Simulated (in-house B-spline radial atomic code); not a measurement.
## Ionising the tungsten ion W⁶⁺ with different functionals

Computed with a radial B-spline atomic code at the basis-set limit: four-component Dirac-Coulomb Hamiltonian, Fermi nucleus of rms radius 5.3658 fm, spin-restricted, spherical fractional occupations for the functionals, and exact exchange of hybrids averaged over the configuration. The ionisation energy is the difference of two self-consistent energies, [Xe] 4f14 → [Xe] 4f13, without Breit or QED terms; ε is the level of the shell that loses the electron (mean over j). The electron is taken from both j subshells in proportion to 2j + 1, so the result is a j average, not the step between ground levels.

```
   method                    rung  ΔSCF (eV)  -ε(4f) (eV)
    B3LYP           global hybrid          ?            ?
     PBE0           global hybrid          ?            ?
CAM-B3LYP  range-separated hybrid     122.53       114.65
  LC-wPBE  range-separated hybrid     122.76       114.63
```

**Question.** What does PBE0 give?

**Answer.** ΔSCF 122.54 eV, and -ε(4f) = 113.63 eV.

**Question.** What does B3LYP give?

**Answer.** ΔSCF 122.60 eV, and -ε(4f) = 112.67 eV.

**Question.** Among the functionals, which spreads more, the ΔSCF values or the orbital energies?

**Answer.** The orbital energies: ΔSCF values span about 0.23 eV and the orbital energies 1.98 eV; here energy differences depend much less on the functional than eigenvalues do.

**Question.** How do they compare with the NIST value?

**Answer.** NIST lists 122.01 eV ± 0.06 (semi-empirical, ground level to ground level). Errors run from +0.52 to +0.75 eV. The correlated functionals all miss on the same side by more than they spread, so the cause is common to them (Breit-QED terms, spin polarisation, the choice among j levels, multiplet and fine-structure energies, or a listed next ion that isn't the cheapest removal here) and closeness doesn't rank the functionals.
